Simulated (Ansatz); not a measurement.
Molecule: MoH₅ (charge 0, doublet). SMILES: [MoH5]
Geometry from a B3LYP-D3(BJ)/def2-TZVP (Ansatz, an electronic-structure program) optimisation:
```xyz
6

Mo     0.0359     0.0055    -0.0157
H      0.5949     1.3471    -0.9116
H     -1.0824     0.3815     1.1428
H      0.7019    -0.1992     1.5155
H     -1.5709    -0.3261    -0.2217
H     -0.1505    -1.4341    -0.8658
```
Charge 0, spin multiplicity 2.

Wanted: atomisation energy, in kcal/mol. Conventions: atomisation electronic, to ground-state atoms; 6-31G* and kin with 6d, 5d where marked; def2 sets with scalar-relativistic core potentials past Kr; open shells spin-unrestricted; LANL2DZ with its own core potentials from Na on; no dispersion term unless named; no spin-orbit coupling. First-principles rows: single points at B3LYP-D3(BJ) geometries (Ansatz).

```csv
species,coefficient,"E at B3LYP/6-31G* with LANL2DZ past Ar (Ansatz), Eh","E at wB97M-V/def2-TZVPD (Ansatz), Eh"
[MoH5] (MoH5),-1,-70.37599,-70.95060
H atom,+5,-0.50027,-0.49411
Mo atom,+1,-67.42213,-68.01344
```

 1 Eh = 627.5095 kcal/mol.

Work the quantity out at each level.


- B3LYP/6-31G* with LANL2DZ past Ar: the sum of coefficient times E is 0.45251 Eh, or 283.95 kcal/mol. Result: 284.0 kcal/mol.
- wB97M-V/def2-TZVPD: the sum of coefficient times E is 0.46661 Eh, or 292.80 kcal/mol. Result: 292.8 kcal/mol.
